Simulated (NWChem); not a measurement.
# C₃H₇NSi; SMILES C1=NCC[SiH2]1

```xyz
12

C      1.3414     0.1885     0.0000
N      0.7828     1.3335     0.0000
C     -0.6698     1.3477     0.0000
C     -1.3389    -0.0497     0.0000
Si     0.1133    -1.2602     0.0000
H      2.4419     0.1560     0.0000
H     -0.9821     1.9432     0.8747
H     -0.9821     1.9432    -0.8747
H     -1.9797    -0.1920    -0.8832
H     -1.9797    -0.1920     0.8832
H      0.2100    -2.1344    -1.2099
H      0.2100    -2.1344     1.2099
```
Atoms are numbered in this order, from 1.

Results from NWChem. Pople sets run with spherical d functions. Geometry: optimised at PBE0/def2-SVP. Not confirmed as a minimum by frequencies.

### Question
Taking Hartree-Fock/6-311++G** as the yardstick, which of these has the fewest basis functions while keeping “highest occupied level (eV)” within 0.05 eV of it: Hartree-Fock/6-311G**; Hartree-Fock/3-21G; Hartree-Fock/6-31G*; Hartree-Fock/6-31+G*; Hartree-Fock/STO-3G?

### Answer
Hartree-Fock/6-31+G*.
```csv
level,basis functions,highest occupied level (eV)
Hartree-Fock/STO-3G,36,-7.91
Hartree-Fock/3-21G,63,-10.07
Hartree-Fock/6-31G*,88,-10.27
Hartree-Fock/6-31+G*,108,-10.39
Hartree-Fock/6-311G**,140,-10.35
Hartree-Fock/6-311++G**,167,-10.39
```

The yardstick is one finite set, not the basis-set limit.
